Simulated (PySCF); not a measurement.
Compound: C4H10OPSi (doublet state).
Geometry (GFN2-xTB, Å), atoms numbered from 1 in this order:
```
atom  x, y, z in Å
P1     2.8261   -1.1061   -0.6473
Si2    1.0489   -0.2667    0.4138
C3    -0.5507   -1.2454    0.0753
C4    -1.7224   -0.2411    0.2018
C5    -1.5011    0.9431   -0.6513
C6    -0.4015    1.8601   -0.3047
O7     0.8634    1.1859   -0.2754
H8     3.7337   -0.3386    0.0551
H9     2.9525   -2.1681    0.2276
H10    1.1817   -0.1194    1.8778
H11   -0.7162   -2.0770    0.7584
H12   -0.5469   -1.6539   -0.9363
H13   -1.7800    0.0662    1.2511
H14   -2.6582   -0.7364   -0.0665
H15   -1.8896    0.9495   -1.6548
H16   -0.5504    2.2908    0.6954
H17   -0.2964    2.6693   -1.0300
```

The hyperfine couplings belong to this conformer and change with its torsions.

As a line formula: `P[Si@@H]1CC[CH]CO1` [radical].

Method: UKS B3LYP, pcH-1 on C H O P Si, non-relativistic, mean-field spin-orbit, GIAO in PySCF. One conformer (not necessarily the lowest) at the GFN2-xTB geometry, without solvent, vibrations or thermal averaging. The geometry wasn't refined by DFT: couplings that depend on bond lengths, twists or pyramidal angles can differ widely from those at the functional's own minimum. Stability of the SCF solution: not tested.

Problem. Give the principal g shifts and their parts.

Solution. 
```tsv
Δg (ppm)	1	2	3
relativistic mass correction	-156	-156	-156
gauge correction	32	-3	45
orbital Zeeman/spin–orbit	39	150	805
total	-86	-9	695
```

So g = 2.00223, 2.00231, 2.00301 and g_iso = 2.00252; the tensor is close to axial: the two nearest values differ by 10 % of g3 − g1. 

Problem. At 9.613 GHz, how far is the centre of the isotropic spectrum from where a free electron (g = 2.002319) resonates?

Solution. B = hν/(g μB) with μB/h = 13.99624 MHz/mT gives 343.02 mT for the free electron and 342.98 mT at g_iso, 0.03 mT lower.

Problem. What effective moment and Curie constant follow for a powder?

Solution. With the mean of g² = 4.0101 and S(S+1) = 0.75: μ_eff = √(⟨g²⟩S(S+1)) = 1.734 μB and χT = 0.12505·⟨g²⟩·S(S+1) = 0.376 cm³ K/mol (cgs; spin-Hamiltonian part alone).

Problem. In a frozen sample, at which fields do the three g values resonate at 9.5, 34, 94 and 263 GHz (hyperfine left aside), and which band first spreads them over more than twice a line width of 0.3 mT?

Solution. 
```tsv
band	GHz	B(g3) mT	B(g2) mT	B(g1) mT	spread mT
X	9.5	338.87	338.99	339.00	0.13
Q	34.0	1212.78	1213.21	1213.26	0.47
W	94.0	3352.99	3354.17	3354.30	1.31
J	263.0	9381.24	9384.54	9384.90	3.66
```

The spread grows in proportion to the frequency. W band is the first where it exceeds 0.6 mT.

The largest Mulliken spin populations are on C5 (+1.01) and C4 (-0.07). No atom but C5 exceeds +0.15. The positive populations add up to 1.17 and the negative ones to -0.17, together 2S = 1. The angles at C5 add up to 356.7°, so it is nearly planar; its axial dipolar tensor and the negative coupling of its proton fit spin in a p orbital normal to that plane.

The HOMO–LUMO gaps are 6.25 eV among the α and 5.06 eV among the β orbitals.
